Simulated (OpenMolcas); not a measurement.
**OpenMolcas run: Ti2+**

Ti2+ with its 6 nearest fluoride ions at 2.173 Å, on the Y site of Cs2NaYF6 (a = 9.075 Å, distance in the model lattice 2.178 Å). The rest of the host is ab initio model potentials to 7.6 Å, with orthogonalisation functions on the cations behind the ligands, and point charges beyond; the distance is set by hand and nothing relaxes, and no local charge compensation is placed. Ligand basis ANO-RCC-VDZP.

Input, with the lattice sites abridged:

```
&GATEWAY
Basis set
Ti.ANO-RCC-VTZP.
Ti1 0.0 0.0 0.0 Angstrom
End of basis
Basis set
F.ANO-RCC-VDZP.
L1 2.173000 0.000000 0.000000 Angstrom
L2 0.000000 2.173000 0.000000 Angstrom
L3 0.000000 0.000000 2.173000 Angstrom
End of basis
Basis set
Na.EMB-AIMP.Ruiperez.7s4p.1s1p.ECP.Cs2NaYF6.
PseudoCharge
* 3 symmetry-unique lattice sites within 7.6 angstrom
End of basis
Basis set
Cs.EMB-AIMP.Ruiperez.0s.0s.ECP.Cs2NaYF6.
PseudoCharge
* 16 symmetry-unique lattice sites within 7.6 angstrom
End of basis
Basis set
F.EMB-AIMP.Ruiperez.0s.0s.ECP.Cs2NaYF6.
PseudoCharge
* 27 symmetry-unique lattice sites within 7.6 angstrom
End of basis
Basis set
Y.EMB-AIMP.Ruiperez.0s.0s.ECP.Cs2NaYF6.
PseudoCharge
* 6 symmetry-unique lattice sites within 7.6 angstrom
End of basis
Symmetry
XYZ
AngMom=0.0 0.0 0.0
AMFI
RICD
XField
1537 Angstrom 0
* Evjen-weighted lattice charges
&SEWARD
* reference wave functions (RASSCF and RASSI steps not shown): 2 electrons in 5 orbitals (3d)
>>> COPY JOB001 $Project.JobIph
&CASPT2
Multistate=10 1 2 3 4 5 6 7 8 9 10
NoMult
Frozen=5 6
IPEA=0.25
Imaginary=0.1
MaxIter=60
WThr=0.0 0.3 0.05
PrWF=0.5
NoMix
>>> COPY JOB002 $Project.JobIph
&CASPT2
Multistate=15 1 2 3 4 5 6 7 8 9 10 11 12 13 14 15
NoMult
Frozen=5 6
IPEA=0.25
Imaginary=0.1
MaxIter=60
WThr=0.0 0.3 0.05
PrWF=0.5
NoMix
```

Launched by
```bash
OMP_NUM_THREADS=1 MOLCAS_MEM=2457 MOLCAS_PROJECT=a pymolcas a.inp > a.log  # once for each step of the input, in one work folder
```

Output, cut to the results:

```
--- CASPT2 ---
Orbital specifications:
      -----------------------

      Symmetry species                           1   2
                                                ag  au
      Frozen orbitals                            5   6
      Inactive orbitals                         13  15
      Active orbitals                            5   0
      Secondary orbitals                        61  62
      Deleted orbitals                           0   0
      Number of basis functions                 84  83
Type of calculation                        SS-CASPT2
      Fock operator                              state-specific
      IPEA shift                                 0.25
      Real shift                                 0.00
      Imaginary shift                            0.10
      The input orbitals will be transformed to quasi-canonical
Reference energy:       -1451.2874641216
      E2 (Non-variational):      -1.5945578265
      Shift correction:          -0.0010005955
      E2 (Variational):          -1.5955584220
      Total energy:           -1452.8830225436
      Residual norm:              0.0000001874
      Reference weight:           0.73304
      Contributions to the CASPT2 correlation energy
      Active & Virtual Only:         -0.0066041061
      One Inactive Excited:          -0.1183922642
      Two Inactive Excited:          -1.4695614562
Reference energy:       -1451.2874641215
      E2 (Non-variational):      -1.5945522685
      Shift correction:          -0.0010005768
      E2 (Variational):          -1.5955528453
      Total energy:           -1452.8830169668
      Residual norm:              0.0000001873
      Reference weight:           0.73304
      Contributions to the CASPT2 correlation energy
      Active & Virtual Only:         -0.0066041097
      One Inactive Excited:          -0.1183867013
      Two Inactive Excited:          -1.4695614575
::    CASPT2 Root  1     Total energy:  -1452.88302254
::    CASPT2 Root  2     Total energy:  -1452.88301697
::    CASPT2 Root  3     Total energy:  -1452.88294741
::    CASPT2 Root  4     Total energy:  -1452.83426238
::    CASPT2 Root  5     Total energy:  -1452.83420149
::    CASPT2 Root  6     Total energy:  -1452.83416315
::    CASPT2 Root  7     Total energy:  -1452.78045877
::    CASPT2 Root  8     Total energy:  -1452.79275192
::    CASPT2 Root  9     Total energy:  -1452.79277053
::    CASPT2 Root 10     Total energy:  -1452.79276567
--- CASPT2 ---
Orbital specifications:
      -----------------------

      Symmetry species                           1   2
                                                ag  au
      Frozen orbitals                            5   6
      Inactive orbitals                         13  15
      Active orbitals                            5   0
      Secondary orbitals                        61  62
      Deleted orbitals                           0   0
      Number of basis functions                 84  83
Type of calculation                        SS-CASPT2
      Fock operator                              state-specific
      IPEA shift                                 0.25
      Real shift                                 0.00
      Imaginary shift                            0.10
      The input orbitals will be transformed to quasi-canonical
Reference energy:       -1451.2329141671
      E2 (Non-variational):      -1.6078105865
      Shift correction:          -0.0010386918
      E2 (Variational):          -1.6088492783
      Total energy:           -1452.8417634455
      Residual norm:              0.0000001365
      Reference weight:           0.72998
      Contributions to the CASPT2 correlation energy
      Active & Virtual Only:         -0.0141636118
      One Inactive Excited:          -0.1193824889
      Two Inactive Excited:          -1.4742644859
Reference energy:       -1451.2329141671
      E2 (Non-variational):      -1.6076909607
      Shift correction:          -0.0010389359
      E2 (Variational):          -1.6087298966
      Total energy:           -1452.8416440638
      Residual norm:              0.0000001364
      Reference weight:           0.73001
      Contributions to the CASPT2 correlation energy
      Active & Virtual Only:         -0.0141641264
      One Inactive Excited:          -0.1192618908
      Two Inactive Excited:          -1.4742649435
::    CASPT2 Root  1     Total energy:  -1452.84176345
::    CASPT2 Root  2     Total energy:  -1452.84164406
::    CASPT2 Root  3     Total energy:  -1452.84164794
::    CASPT2 Root  4     Total energy:  -1452.83892774
::    CASPT2 Root  5     Total energy:  -1452.83890307
::    CASPT2 Root  6     Total energy:  -1452.79697795
::    CASPT2 Root  7     Total energy:  -1452.78639011
::    CASPT2 Root  8     Total energy:  -1452.78639057
::    CASPT2 Root  9     Total energy:  -1452.78388445
::    CASPT2 Root 10     Total energy:  -1452.77174310
::    CASPT2 Root 11     Total energy:  -1452.77178463
::    CASPT2 Root 12     Total energy:  -1452.77172546
::    CASPT2 Root 13     Total energy:  -1452.72923610
::    CASPT2 Root 14     Total energy:  -1452.72924553
::    CASPT2 Root 15     Total energy:  -1452.66797874
```

Spin-orbit levels above the lowest (labels of O, the rotations of Oh), with the averaged single-state CASPT2 energies on the diagonal:

| E (cm-1) | Degeneracy | Label | 2S+1 |
| --- | --- | --- | --- |
| 0 | 2 | E | 3 |
| 3 | 3 | T2 | 3 |
| 170 | 3 | T1 | 3 |
| 260 | 1 | A1 | 3 |
| 9140 | 3 | T2 | 1 |
| 9760 | 2 | E | 1 |
| 10740 | 1 | A2 | 3 |
| 10780 | 3 | T2 | 3 |
| 10830 | 3 | T1 | 3 |
| 10830 | 2 | E | 3 |
| 18960 | 1 | A1 | 1 |
| 19790 | 1 | A1 | 3 |
| 19840 | 3 | T1 | 3 |
| 19950 | 3 | T2 | 3 |
| 19950 | 2 | E | 3 |
| 21470 | 3 | T2 | 1 |
| 22610 | 3 | T2 | 3 |
| 24510 | 3 | T1 | 1 |
| 33840 | 2 | E | 1 |
| 47280 | 1 | A1 | 1 |

Roots that are degenerate in the reference are averaged as groups; the widest CASPT2 spread within a group is 550 cm-1 (the 3-fold group of multiplicity 1 near 21400 cm-1 above the lowest state of its run). Shifts and gaps below about the spread of the groups concerned are not significant. Over all roots computed the reference weight is 0.72 to 0.74; a low but even weight reflects the number of correlated electrons. An orbital triplet at a regular site is open to Jahn-Teller coupling, which can distort the site and quench the lowest spin-orbit gaps and is left out. Ligand-to-metal charge-transfer states are missing. With no ligand orbital active B as a rule stays too high, so bands that hang on it stand too high and its fall with covalency is understated. With one d shell and no ligand orbital active, 10Dq can be off by tens of per cent for divalent 3d ions, low with halides held by bare charges and at times high in hosts. Free-ion shares, where given, are those of the reference states; single-state CASPT2 does not remix them. No measured value stands beside these numbers; the geometry was set by hand and not optimised.

The CASPT2 steps took 110 s on 1 thread of Arm Neoverse V2, with other jobs on the host; the integral step is not counted.
